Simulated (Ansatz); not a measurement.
Reactions of `C=CC(=C)[TeH]`.

Calculated with Ansatz (gas phase, PBE0-D4/def2-TZVP geometries, no zero-point term in ΔE). CCSD(T)/CBS adds triple-zeta CCSD(T) − MP2 to the extrapolated MP2 energy (def2 sets, frozen cores). This one scheme is used for every species. DFT in def2-TZVPP. Elements past krypton have def2 core potentials. For As, Ge, I, Se, Te outer-core shells are correlated without core-valence functions, which leaves a few kJ/mol of doubt a bond. Scalar relativity is left out up to krypton. One conformer a species, not always the lowest.

```json
{"reaction": "`C=CC(=C)[TeH]` + `N[AsH2]` → `N[AsH][TeH]` + `C=CC=C`", "PBE-D4 (kJ/mol)": "-108", "ωB97X-V (kJ/mol)": "-98"}
{"reaction": "`C=CC(=C)[TeH]` + `CB(N)F` → `NB(F)[TeH]` + `C=CC(=C)C`", "PBE-D4 (kJ/mol)": "-34", "ωB97X-V (kJ/mol)": "-36"}
{"reaction": "`C=CC(=C)[TeH]` + `N=CS` → `N=C(S)[TeH]` + `C=CC=C`", "PBE-D4 (kJ/mol)": "-8", "ωB97X-V (kJ/mol)": "-2"}
{"reaction": "`C=CC(=C)[TeH]` + HI → `C=CC(=C)I` + H₂Te", "PBE-D4 (kJ/mol)": "7", "ωB97X-V (kJ/mol)": "8"}
{"reaction": "`C=CC(=C)[TeH]` + H₂O → `C=CC(=C)O` + H₂Te", "PBE-D4 (kJ/mol)": "12", "ωB97X-V (kJ/mol)": "5"}
{"reaction": "`C=CC(=C)[TeH]` + `O[SiH2]F` → `O[SiH](F)[TeH]` + `C=CC=C`", "PBE-D4 (kJ/mol)": "-97", "ωB97X-V (kJ/mol)": "-95"}
{"reaction": "`C=CC(=C)[TeH]` + `[OH][GeH3]` → `[OH][GeH2][TeH]` + `C=CC=C`", "PBE-D4 (kJ/mol)": "-108", "ωB97X-V (kJ/mol)": "-108"}
{"reaction": "`C=CC(=C)[TeH]` + `[AlH2][CH2]CI` → `[AlH2][CH2]C[TeH]` + `C=CC(=C)I`", "PBE-D4 (kJ/mol)": "8", "ωB97X-V (kJ/mol)": "8"}
{"reaction": "`C=CC(=C)[TeH]` + `CC[SeH]` → `CC([SeH])[TeH]` + `C=CC=C`", "PBE-D4 (kJ/mol)": "5", "ωB97X-V (kJ/mol)": "5"}
```

Problem. Give the CCSD(T)/CBS values in the same order. (An estimate is asked.)

Solution. Computed: -97, -31, -2, 10, 31, -88, -103, 9, 2 kJ/mol.

Largest T1 diagnostic: 0.014, for `N=CS`.
